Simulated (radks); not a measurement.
Q: The chromium ion Cr9+, [Ne] 3s2 3p3. Method: non-relativistic Kohn-Sham, r2SCAN, spin-polarised, spherical densities, point nucleus; meta-GGA in the generalised Kohn-Sham scheme; computed with a radial shooting solver on a logarithmic mesh with Libxc functionals. Every spin shell is full or empty, so the densities are truly spherical. Functionals are evaluated on that one density, not self-consistently. Rank these exchange functionals by their error against the exact value of the orbitals, and give that value: LDA, PBE, RPBE, OPTX, WC, SOGGA, G96, EV93, APBE, TPSS, revTPSS, r2SCAN, MS2, TASK, MVS.

A: Exact: -41.7054 hartree. From best to worst, with 100 (|E| - |E exact|)/|E exact| (equal figures are ties): MS2 -0.03, r2SCAN -0.05, RPBE -0.06, TPSS +0.13, G96 +0.15, OPTX +0.22, MVS -0.26, APBE +0.51, PBE -0.56, revTPSS -0.60, EV93 +0.91, WC -1.49, TASK -2.95, SOGGA -3.36, LDA -7.48.
